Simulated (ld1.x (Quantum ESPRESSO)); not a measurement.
**Before and after: PAW potential for Co (Z = 27)**

```json
{"Element": "cobalt (Co)", "Generator": "ld1.x (Quantum ESPRESSO) 7.5", "Type": "PAW", "Functional": "LDA (PZ)", "Relativity": "scalar-relativistic", "Frozen core": "[Ar]", "Valence charge": "9", "Reference configuration": "3d7 4s1.75 4p0 (charge +0.25)", "Partial waves": "4s (bound): rcut 1.45, rcutus 2.00 bohr; 4s channel at 0.95 Ry: rcut 1.45, rcutus 2.00 bohr; 4p (bound, empty): rcut 1.80, rcutus 2.35 bohr; 4p channel at 1 Ry: rcut 1.80, rcutus 2.35 bohr; 3d (bound): rcut 0.75, rcutus 0.95 bohr; 3d channel at -0.1 Ry: rcut 0.75, rcutus 0.95 bohr", "Local potential": "all-electron potential smoothed inside 0.95 bohr (lloc = -1)", "Core correction": "Bessel-smoothed model core, default radius (core density twice the valence density)", "Augmentation charge": "BG, radius 0.65 bohr"}
```

Change: all radii but the core radius scaled by about 1.03 (s 2.06, p 2.42, d 0.98 bohr, rcut 1.48/1.84/0.76); local potential all-electron potential smoothed inside 0.98 bohr (lloc = -1); augmentation BG, radius 0.66 bohr.

Cutoffs: the cutoffs (Ry, on a coarse ladder) from which the occupation-weighted sum of valence levels, in a spherical-Bessel basis at the reference potential, stays within 10 and 1 mRy of its value at 400 Ry; they do not see the model core or the augmentation charge, which bear on the density cutoff. Errors are all-electron minus pseudo energies relative to the spin-unpolarised reference configuration.

**Question.** How do hardness, ghosts and transferability respond?

**Answer.** The potential gets neither clearly harder nor softer (120 Ry and 200 Ry → 120 Ry and 200 Ry); the bound ghosts move from p, s to s; of the 9 tests that both files solve, the error grows in 0 and shrinks in 1 by more than 15 % and 0.3 meV (median size 8.9 → 8.9 meV).

```tsv
quantity	base	changed
cutoff, loose	120 Ry	120 Ry
cutoff, tight	200 Ry	200 Ry
bound ghosts	s, p	s
error for 3d7 4s2 4p0, meV [ΔE -1.64 eV]	+0.4	+0.4
error for 3d7 4s1 4p0, meV [ΔE 7.66 eV]	-1.4	-1.3
error for 3d7 4s0 4p0, meV [ΔE 24.74 eV]	-1.8	-0.9
error for 3d8 4s1 4p0, meV [ΔE -2.88 eV]	-56	-55
error for 3d8 4s0 4p0, meV [ΔE 5.07 eV]	-82	-80
error for 3d7.5 4s1.5 4p0, meV [ΔE -2.62 eV]	-17	-17
error for 3d5 4s0 4p0, meV [ΔE 116.58 eV]	-1426	-1431
error for 3d7 4s1.75 4p0 (spin-polarised), meV [ΔE -2.07 eV]	-8.6	-8.5
error for 3d7 4s2 4p0 (spin-polarised), meV [ΔE -3.62 eV]	-8.9	-8.9
lowest overlap eigenvalue by channel	s 0.31, p 0.44, d 0.96	s 0.27, p 0.42, d 0.95
```

Base: ld1.x warns that Blöchl-style (BG) augmentation functions are not a good idea. Changed file: These tests converged, but a pseudo level misses the all-electron one widely, so the file describes the atom poorly there or has found another state: 3d7 4s0 4p0: empty 4p by 4.1 eV (a node warning on the way). ld1.x warns that Blöchl-style (BG) augmentation functions are not a good idea. A true bound ghost makes a file unfit for plane-wave use even where its test errors are small: the radial tests pick states by their node count and pass the ghost by.
